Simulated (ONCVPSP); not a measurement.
**Potentials for cobalt compared**

Generated with ld1.x 7.5 (TM, RRKJ, ultrasoft, PAW), atompaw 4.2 or ONCVPSP 4.0.1. The cutoff is in Ry: for ld1.x and atompaw files where the sum of valence levels is converged to 10 mRy in a Bessel basis, for ONCV files where the hardest occupied wave has 1 mHa per electron of residual kinetic energy. The error is the largest all-electron minus pseudo excitation energy over each file’s own four to seven test configurations (ionisations up to +4, promotions, holes and added fractions of an electron), all of which were solved. The labels leave out finer settings (local radius, basis sizes, second energies), which also bear on the numbers. Spin-polarised tests are not counted. The rows are a selection from randomly drawn settings: files with unsolved tests, undetermined cutoffs or missed reference levels are left out.

A true bound ghost makes a file unfit for plane-wave use even where its test errors are small: the radial tests pick states by their node count and pass the ghost by.

```csv
potential,cutoff (Ry),largest error (meV),bound ghosts
"ONCV, PBE, scalar-relativistic, rc 1.10/1.10/0.95 (spd), local smoothed, core correction yes, reference 3s2 3p6 3d7 4s1, qcut 12.7/12.2/13.5, projectors 2/2/3",179,+7.8,none
"ONCV, PBE, scalar-relativistic, rc 1.40/1.00/1.00 (spd), local d, core correction yes, reference 3s2 3p6 3d7 4s2, qcut 10.9/15.7/13, projectors 2/2/0",146,-37,none
"ONCV, PBE, fully relativistic, rc 1.50/1.35/1.15 (spd), local smoothed, core correction yes, reference 3s2 3p6 3d7 4s2, qcut 10/12.2/11.8, projectors 2/1/2",119,-22,none
"ONCV, PBEsol, non-relativistic, rc 1.25/0.80/1.15 (spd), local smoothed, core correction yes, reference 3s2 3p6 3d7, qcut 12/10.9/16.1, projectors 2/1/2",171,+11,none
"ONCV, LDA (Perdew-Wang 92), scalar-relativistic, rc 1.30/0.90/1.35 (spd), local smoothed, core correction yes, reference 3s2 3p6 3d7 4s2, qcut 7.9/9.6/13.6, projectors 2/2/2",126,+22,none
"ONCV, PBE, scalar-relativistic, rc 2.40/2.55/1.35 (spd), local smoothed, core correction yes, reference 3d7 4s2, qcut 2.9/3/14.1, projectors 2/1/1",128,-151,none
```

**Question.** Fill in the row for Co: ONCV, PBE, scalar-relativistic, rc 1.60/2.15/1.10 (spd), local d, core correction yes, reference 3d7 4s1 4p1, qcut 4.9/3.8/13.3, projectors 2/1/0.

**Answer.** cutoff 145 Ry, largest error -227 meV, bound ghosts: s, p.
